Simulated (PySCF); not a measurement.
# Ionisation energy of Mo by level of theory

Mo [Kr] 4d5 5s1 (7S) → Mo+ [Kr] 4d5 (6S), as a difference of total energies. Computed with PySCF 2.14 in cc-pVTZ-PP with ECP28MDF (5s5p4d2f1g, 63 functions), with scalar relativity through the core potential. Correlated levels: valence: 4s2 4p6 frozen. The calculations carry no spin-orbit coupling.

Problem. Order these methods by the ionisation energy they give, lowest first.
A. UHF
B. PBE0
C. SCS-MP2 (valence)
D. M06-2X

Solution. A (6.244 eV), C (6.424 eV), D (6.986 eV), B (7.244 eV).

Errors of the correlated levels include the incompleteness of this basis and the frozen core.

For comparison: 7.092 eV (measured; NIST Atomic Spectra Database, ionization energies).
